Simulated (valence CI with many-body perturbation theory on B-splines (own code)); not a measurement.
## Which ion has this spectrum?

A relativistic CI+MBPT calculation for an atom or ion with 13 electrons gives these levels (eV):

| J | Parity | E | g |
| --- | --- | --- | --- |
| 1/2 | odd | 0.00 | 0.66 |
| 3/2 | odd | 10.52 | 1.33 |
| 1/2 | even | 48.54 | 2.61 |
| 3/2 | even | 54.03 | 1.72 |
| 5/2 | even | 58.14 | 1.53 |
| 3/2 | even | 67.73 | 0.83 |
| 5/2 | even | 70.91 | 1.26 |
| 1/2 | even | 77.44 | 1.24 |
| 1/2 | even | 87.92 | 1.48 |
| 3/2 | even | 89.30 | 1.30 |
| 3/2 | even | 99.27 | 0.81 |
| 5/2 | even | 100.69 | 1.20 |
| 3/2 | odd | 123.61 | 1.15 |
| 5/2 | odd | 128.55 | 1.19 |

The energies are calculated, with errors of perhaps 500 cm⁻¹, more in some levels.

(1) Which is it?
A. Kr23+
B. Br22+
C. Se21+
D. As20+

Answers

(1) B. Br22+, ground level 3s²3p ²P°_1/2.
